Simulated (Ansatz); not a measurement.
Reading a saddle point

A first-order saddle point of GaPH₆S, singlet, PBE0-D4/def2-TZVP, with one imaginary mode of 902i cm⁻¹:

```
9
angstrom
Ga -1.0916 0.4069 -0.5229
S 1.1411 0.8016 -1.3566
H -1.7893 -0.5155 -1.5628
H -1.5814 1.6551 0.2657
H 0.7120 -0.2373 -0.0879
P -0.2060 -1.1586 1.1891
H 1.4036 1.7682 -0.4624
H 0.8246 -0.5546 1.9467
H 0.5871 -2.1658 0.5909
```

Ansatz 0.2.0; basis: def2-TZVPP and def2-QZVPP; cores frozen in the correlated methods. Filled d shells of the heavier atoms are correlated. The def2 sets are not built for correlating such inner shells, so the correlated values are less sure here. Extrapolation: Hartree–Fock as exp(−7.88 √X), correlation as X^−2.97.

(1) Which contacts change along the imaginary mode, and what lies on either side? (A judgement: the text doesn't fix the answer.)

(2) Which side is lower, and how far does the saddle lie above each? (An estimate is asked for; the value comes from the calculation.)

The T1 diagnostic stays at or below 0.014.

Answers

(1) By the calculation: The step is GaH₃S ([SH][GaH2]) + PH₃ → GaPH₄ ([PH2][GaH2]) + H₂S (still joined by a long Ga–S bond), with the molecules in contact on both sides. Shortening one way: Ga1–P6, S2–H5; lengthening the same way: Ga1–S2, H5–P6.
```tsv
pair	one side (Å)	saddle (Å)	other side (Å)
Ga1–P6	2.56	2.48	2.34
S2–H5	3.61	1.70	1.34
Ga1–S2	2.26	2.42	2.62
H5–P6	1.41	1.82	3.73
```

(2) Computed: The side with Ga1–S2, H5–P6 short is lower by 0.594 eV; the saddle lies 1.426 eV above it and 0.832 eV above the other (CCSD(T) at an estimated basis limit (MP2 extrapolated from triple and quadruple zeta, plus CCSD(T) − MP2 in triple zeta); electronic energies).

Labels in which every atom is bracketed show which atoms are joined, not bond orders.

For scale, one of the runs: CCSD(T)/def2-TZVPP, 216 basis functions, launched by `ansatz run in.yaml --threads 4 --pin off --events-out ev --progress --plain --max-ram 9574MiB`. Hardware: 4 CPU threads of an Arm Neoverse V1, shared host. Wall time 70 s; peak host memory 2.9 GiB.
